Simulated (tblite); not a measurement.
Species: C₅H₆NO₂ (doublet state).
SMILES with atom numbers: `[O:1]=[CH:2][NH:3][C:4]1=[CH:5][C@@H:6]([OH:7])[CH:8]1` (hydrogens: H9 on C2; H10 on N3; H11 on C5; H12 on C6; H13 on O7; H14 on C8)

Cartesian coordinates in Å at the GFN2-xTB level; atoms count from 1:
```
atom  x, y, z in Å
O1     2.494    0.648   -1.181
C2     2.561   -0.027   -0.191
N3     1.501   -0.504    0.517
C4     0.179   -0.273    0.177
C5    -1.012   -0.666    0.777
C6    -1.807    0.000   -0.345
O7    -2.694    1.023   -0.004
C8    -0.432    0.388   -0.882
H9     3.520   -0.339    0.264
H10    1.662   -1.064    1.342
H11   -1.287   -1.172    1.679
H12   -2.377   -0.685   -0.977
H13   -2.221    1.691    0.507
H14   -0.087    0.978   -1.704
```

Level: GFN2-xTB in tblite, geometry and Hessian alike; calculated harmonic values, unscaled, isolated species. Errors from tens to a few hundred cm⁻¹ against measured bands are possible. One conformer, not necessarily the lowest. Open shells enter through the occupations alone, without spin polarisation, and single modes of such species can be off by tens of per cent.

Harmonic wavenumbers (cm⁻¹): 65.6, 123.4, 137.5, 254.1, 309.1, 340.9, 428.4, 436.7, 495.5, 561.2, 580.8, 602.1, 674.7, 810.0, 903.0, 922.7, 936.6, 1024.7, 1065.5, 1097.3, 1116.4, 1148.0, 1172.7, 1210.7, 1283.8, 1343.2, 1371.3, 1392.2, 1592.5, 1771.3, 2769.9, 2956.5, 3164.9, 3192.7, 3429.8, 3533.8.

A = 5819, B = 1193, C = 1038 MHz; mass 112.040 u (most abundant isotopes); point group C1, symmetry number 1; spin multiplicity 2.

Question: What is the zero-point energy?

Answer: Half the sum of the wavenumbers: 22110 cm⁻¹ = 264.49 kJ/mol.

Question: What is S at 298.15 K and 1 bar for an ideal gas of classical rigid rotors and harmonic oscillators?

Answer: Translation 167.71, rotation 117.95, vibration 82.45, spin (R ln 2) 5.76: S = 373.9 J/(mol K).

Question: And Cp and H(298.15 K) − H(0)?

Answer: Cp = 131.55 J/(mol K), of which vibrations give 98.29 (their classical limit is 36 R = 299.3); H(298.15 K) − H(0) = 23.76 kJ/mol without the zero-point energy, 13.85 from vibrations.

Question: How do the functions run with temperature in this model?

Answer: 
| T (K) | S (J/(mol K)) | Cp (J/(mol K)) | H − H(0) (kJ/mol) | G − H(0) (kJ/mol) | ln q(vib) |
| --- | --- | --- | --- | --- | --- |
| 100 | 274.9 | 62.1 | 4.58 | -22.91 | 0.88 |
| 200 | 328.6 | 97.2 | 12.53 | -53.20 | 2.54 |
| 300 | 374.7 | 132.2 | 24.01 | -88.40 | 4.36 |
| 500 | 456.5 | 189.5 | 56.55 | -171.72 | 8.19 |
| 800 | 557.7 | 239.8 | 121.73 | -324.46 | 13.78 |
| 1000 | 613.6 | 260.3 | 171.86 | -441.73 | 17.24 |

q(vib) and H(0) count from the zero-point level.

Question: Blend soft modes into free rotors: weight 1/[1 + (100 cm⁻¹/ν̃)⁴] for the oscillator and the rest for a rotor with moment μB/(μ + B), μ = h/(8π²ν), B = 10⁻⁴⁴ kg m². What vibrational entropy results?

Answer: 78.19 J/(mol K) in place of 82.45, which changes −T·S at 298.15 K by +1.27 kJ/mol.

Question: Which modes carry the vibrational entropy at 298.15 K?

Answer: 65.6 cm⁻¹: 17.91; 123.4 cm⁻¹: 12.75; 137.5 cm⁻¹: 11.88; 254.1 cm⁻¹: 7.12; 309.1 cm⁻¹: 5.72; 340.9 cm⁻¹: 5.05 J/(mol K); the other 30 give 22.02 together.

Question: What must be added to the electronic energy to get the Gibbs energy at 298.15 K and 1 bar?

Answer: ZPE + [H(298.15 K) − H(0)] − T·S = 264.49 + 23.76 − 111.47 = 176.78 kJ/mol.

Hindered rotation and anharmonicity are outside this model. Other conformers, if any are populated, would add a mixing term that is left out. The structure is chiral; the term R ln 2 for an equal mix with its mirror image is left out.

On Arm Neoverse V1, one thread, no GPU, shared host with 32 logical CPUs at a one-minute load of 45, this took 0.38 s. This covers the Hessian and the dipole derivatives.
